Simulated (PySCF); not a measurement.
Molecule: SMILES C[O+](C)[AlH2-][Cl], C2H8AlClO.

Structure with atom numbers: `[CH3:1][O+:2]([CH3:3])[AlH2-:4][Cl:5]`; H(Xn) means a hydrogen on atom n.

Geometry PBE0-D3(BJ)/def2-SVP throughout; GIAO in PySCF, gas phase, one conformer, non-relativistic; equivalent atoms averaged; functional PBE0.

Q: How do the shifts δ (against TMS, H2O, AlH4-, HCl at the same level) depend on the basis set? (ppm; last column core-seconds on 1 thread of an Arm Neoverse V1, shared host)

A: 
| basis set | functions | C1/C3 | O2 | Al4 | Cl5 | H(Al4) | H(C1)/H(C3) | core-s |
| --- | --- | --- | --- | --- | --- | --- | --- | --- |
| pcSseg-0 | 69 | 65.7 | -16.6 | 91.1 | -87.9 | 5.19 | 3.99 | 5.1 |
| 6-31G* | 94 | 58.1 | 2.4 | 74.8 | -84.0 | 4.74 | 3.58 | 8.1 |
| cc-pVDZ | 118 | 59.5 | 19.7 | 69.1 | -55.2 | 4.35 | 3.56 | 10 |
| def2-SVP | 118 | 58.2 | 15.6 | 70.1 | -42.7 | 4.29 | 3.49 | 9.4 |
| aug-cc-pVDZ | 195 | 59.0 | 12.2 | 76.6 | -48.6 | 4.55 | 3.76 | 20 |
| 6-311+G(2d,p) | 199 | 61.2 | 11.4 | 80.2 | -38.0 | 4.59 | 3.67 | 20 |
| def2-TZVP | 215 | 62.4 | 18.8 | 75.0 | -54.1 | 4.55 | 3.66 | 23 |
| cc-pVTZ | 270 | 61.6 | 17.9 | 76.5 | -42.0 | 4.35 | 3.68 | 33 |
| IGLO-III | 273 | 63.4 | 12.5 | 70.2 | -44.5 | 4.39 | 3.72 | 30 |
| pcSseg-2 | 306 | 64.0 | 13.2 | 74.8 | -49.5 | 4.32 | 3.68 | 42 |

Q: Which nucleus moves most, in ppm?

A: Cl5 (chlorine bonded to Al): from -87.9 ppm with pcSseg-0 to -38.0 ppm with 6-311+G(2d,p). The smallest spread is 0.50 ppm, at H(C1)/H(C3). Proton shifts span only some 12 ppm, so a few tenths of a ppm matter as much there as several ppm in carbon.

Q: Taking the largest basis, pcSseg-2 (306 functions), as the yardstick, rank the others by their worst heavy-atom deviation.

A: IGLO-III 4.9 ppm (273 functions), aug-cc-pVDZ 5.0 ppm (195 functions), def2-TZVP 5.6 ppm (215 functions), cc-pVDZ 6.5 ppm (118 functions), def2-SVP 6.8 ppm (118 functions), cc-pVTZ 7.5 ppm (270 functions), 6-311+G(2d,p) 11.5 ppm (199 functions), 6-31G* 34.5 ppm (94 functions), pcSseg-0 38.4 ppm (69 functions).

A small basis that lands close on one nucleus may do so by chance; judge by the trend and by all nuclei.
